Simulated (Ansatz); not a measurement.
Task: Name a neutral molecule of B, O, Si and H with LUMO energy (PBE/def2-TZVPP) between -2.80 and -2.50 eV and LUMO energy (B3LYP/def2-TZVPP) between -2.35 and -2.05 eV (Ansatz, PBE0-D4/def2-TZVP geometry).

Result: `O[Si@H]1B[Si@@H]1[SiH3]` (-2.77 eV, -2.17 eV). Other molecules can fit too; these were computed, each in one conformer that needn't be the lowest.

B3LYP here is the variant with VWN-RPA as its local correlation; programs differ in this.
